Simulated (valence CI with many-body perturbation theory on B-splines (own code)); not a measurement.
# Tc³⁺: E2, M1 decay

Computed by configuration interaction combined with many-body perturbation theory (CI+MBPT): four valence electrons over a frozen Dirac-Fock core [Kr], radial functions for each j: 9 s, 9 p, 10 d, 8 f, 5 g, 3 h, 1 i, with the one-electron correlation potential Σ1, the two-electron term Σ2, the three-electron term Σ3, Breit, model QED; selected CI, second order for the rest, scaled by the run's own slope (own B-spline code, finite nucleus).

No measured spectrum was set against this ion. As an estimate, terms of the open shell hold to 2 to 4 % of their energy, and close levels can change places; different configurations can be misplaced against each other by 1,000 to 8,000 cm⁻¹. Core correlation moves these levels by up to 14000 cm⁻¹, and in measured spectra 5 to 20 % of such shifts remained as error; rates that hang on mixing are uncertain with them. Among the levels kept, up to 380 cm⁻¹ of a level comes from second order outside the variational space, and about a tenth of that is noise between levels of different J, which matters for small intervals. Only levels of the ground parity were solved; by the run's estimate the other parity begins above the list, which can be wrong where configurations are misplaced.

Lines 51 to 100 of 120 in falling wavelength, among levels below 98175 cm⁻¹, chosen from the decays that carry over 1 % of a level's rate. Wavelengths and rates use the calculated energies, so an error of 2000 cm⁻¹ moves a line at 8060 Å by 16 % and its rate by three times that or more. Electric multipoles are in the length gauge, E1 and E2 with the static RPA response of the core. S is in atomic units (e²a₀⁴ for E2 and M2, e²a₀⁶ for E3), for M1 in squared Bohr magnetons. Weak lines are less certain than strong ones. Lines between different terms over intervals too small for the method are left out, as are lines whose strength nearly cancels.

Names give the largest LS component (configuration and term), which can be under half, so a name can repeat, a term be missing and a line seem to break the LS rules; names also repeat where a configuration has a term twice. Letters in brackets count levels of one name in rising energy.

```tsv
λ vac (Å)	Upper	Lower	Type	A (s⁻¹)	S (a.u.)
8060	4d4 1D_2 [a]	4d4 3F_2 [a]	M1	4.08e-01	3.96e-02
7905	4d4 1D_2 [a]	4d4 3F_3 [a]	M1	7.52e-01	6.89e-02
7696	4d4 3H_5	4d4 5D_4	M1	1.08e-03	2.01e-04
7655	4d4 3H_4	4d4 5D_3	M1	1.33e-02	1.99e-03
7461	4d4 1D_2 [a]	4d4 3P_1 [a]	M1	1.68e-01	1.29e-02
7346	4d4 1F_3	4d4 3G_4	M1	2.85e-01	2.93e-02
7137	4d4 1F_3	4d4 3G_3	M1	2.13e-01	2.01e-02
6973	4d4 3P_0 [a]	4d4 5D_1	M1	3.33e+00	4.19e-02
6919	4d4 3F_4 [b]	4d4 1G_4 [a]	M1	1.29e-01	1.42e-02
6892	4d4 1F_3	4d4 3P_2 [a]	M1	2.73e-02	2.32e-03
6841	4d4 3F_3 [a]	4d4 5D_4	M1	9.12e-02	7.58e-03
6769	4d4 3P_2 [b]	4d4 3D_2	M1	3.53e-01	2.03e-02
6769	4d4 3P_2 [b]	4d4 3D_2	E2	9.53e-02	6.05e+00
6667	4d4 3P_2 [b]	4d4 3D_3	E2	2.12e-01	1.25e+01
6667	4d4 3P_2 [b]	4d4 3D_3	M1	1.39e-01	7.64e-03
6611	4d4 3F_4 [a]	4d4 5D_4	M1	1.34e+00	1.29e-01
6445	4d4 3F_3 [a]	4d4 5D_3	M1	7.46e-01	5.19e-02
6434	4d4 3P_1 [a]	4d4 5D_2	M1	2.47e+00	7.32e-02
6387	4d4 3F_4 [b]	4d4 3D_3	M1	5.42e-01	4.71e-02
6346	4d4 3F_2 [a]	4d4 5D_3	M1	8.01e-02	3.80e-03
6332	4d4 1F_3	4d4 3F_4 [a]	M1	1.15e-01	7.61e-03
6240	4d4 3F_4 [a]	4d4 5D_3	M1	3.15e-01	2.55e-02
6137	4d4 3F_3 [a]	4d4 5D_2	M1	3.12e-01	1.87e-02
6134	4d4 1F_3	4d4 3F_3 [a]	M1	1.63e-01	9.74e-03
6059	4d4 3P_1 [a]	4d4 5D_0	M1	1.81e-01	4.47e-03
6046	4d4 3F_2 [a]	4d4 5D_2	M1	4.98e-01	2.04e-02
5915	4d4 3G_3	4d4 5D_4	M1	5.17e-02	2.78e-03
5832	4d4 3F_2 [a]	4d4 5D_1	M1	2.96e-01	1.09e-02
5778	4d4 3G_4	4d4 5D_4	M1	3.07e-01	1.97e-02
5777	4d4 3P_2 [a]	4d4 5D_3	M1	1.40e+00	5.01e-02
5616	4d4 3G_3	4d4 5D_3	M1	3.55e-01	1.63e-02
5608	4d4 3G_5	4d4 5D_4	M1	9.52e-03	6.84e-04
5493	4d4 3G_4	4d4 5D_3	M1	1.01e-01	5.60e-03
5381	4d4 3G_3	4d4 5D_2	M1	1.60e-01	6.46e-03
5332	4d4 1F_3	4d4 3H_4	M1	6.52e-02	2.57e-03
5169	4d4 3F_4 [b]	4d4 3G_5	E2	4.48e-01	1.33e+01
5169	4d4 3F_4 [b]	4d4 3G_5	M1	3.63e-01	1.67e-02
5033	4d4 3F_4 [b]	4d4 3G_4	E2	3.27e-01	8.47e+00
5033	4d4 3F_4 [b]	4d4 3G_4	M1	1.38e-01	5.88e-03
4973	4d4 3P_2 [b]	4d4 3P_2 [a]	E2	2.50e-01	3.40e+00
4933	4d4 3F_4 [b]	4d4 3G_3	M1	1.86e-01	7.44e-03
4933	4d4 3F_4 [b]	4d4 3G_3	E2	6.09e-02	1.43e+00
4815	4d4 3F_4 [b]	4d4 3P_2 [a]	E2	6.95e-02	1.45e+00
4647	4d4 3D_3	4d4 5D_4	M1	8.52e-01	2.22e-02
4535	4d4 3F_4 [b]	4d4 3F_4 [a]	M1	3.21e-01	1.00e-02
4535	4d4 3F_4 [b]	4d4 3F_4 [a]	E2	2.34e-01	3.60e+00
4461	4d4 3D_3	4d4 5D_3	M1	1.98e-01	4.56e-03
4433	4d4 3F_4 [b]	4d4 3F_3 [a]	M1	3.00e-01	8.71e-03
4416	4d4 3D_2	4d4 5D_3	M1	5.24e-01	8.36e-03
4414	4d4 3P_2 [b]	4d4 3P_1 [a]	E2	3.06e-01	2.29e+00
```
